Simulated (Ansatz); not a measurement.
The cluster Ca₃Te₂. Total charge 0; singlet. Geometry PBE-D4/def2-SVP.

```xyz
5

Ca    1.0309   -1.8082   -0.1496
Ca   -1.8217    0.2442   -0.9881
Ca    0.7900    1.5628    1.1366
Te   -1.0361   -0.7334    1.7301
Te    1.0369    0.7347   -1.7291
```

In the def2 sets Te takes a core potential; there is no spin–orbit coupling. At r2SCAN-D4/def2-TZVP the restricted singlet is unstable: a solution with broken spin symmetry lies lower. The structure comes from a short search, and lower isomers may exist.

**Question.** Estimate the orbital energies around the gap (eV) in Ansatz with PBE-D4/def2-TZVP, r2SCAN-D4/def2-TZVP, PBE0-D4/def2-SVP, PBE0-D4/def2-TZVP, PBE0-D4/def2-TZVPD.

**Answer.** 
| orbital | PBE-D4/def2-TZVP | r2SCAN-D4/def2-TZVP | PBE0-D4/def2-SVP | PBE0-D4/def2-TZVP | PBE0-D4/def2-TZVPD |
| --- | --- | --- | --- | --- | --- |
| HOMO−5 | -5.68 | -5.91 | -6.63 | -6.65 | -6.65 |
| HOMO−4 | -5.68 | -5.91 | -6.63 | -6.65 | -6.65 |
| HOMO−3 | -5.23 | -5.47 | -6.12 | -6.14 | -6.14 |
| HOMO−2 | -5.23 | -5.47 | -6.12 | -6.14 | -6.14 |
| HOMO−1 | -4.92 | -5.13 | -5.78 | -5.80 | -5.80 |
| HOMO | -3.12 | -3.11 | -3.48 | -3.50 | -3.50 |
| LUMO | -2.31 | -2.22 | -1.88 | -1.92 | -1.92 |
| LUMO+1 | -2.31 | -2.22 | -1.87 | -1.92 | -1.92 |
| LUMO+2 | -1.80 | -1.66 | -0.97 | -1.24 | -1.25 |
| LUMO+3 | -1.80 | -1.66 | -0.97 | -1.24 | -1.24 |
| LUMO+4 | -1.52 | -1.29 | -0.71 | -0.80 | -0.82 |
| LUMO+5 | -1.48 | -1.27 | -0.49 | -0.65 | -0.66 |
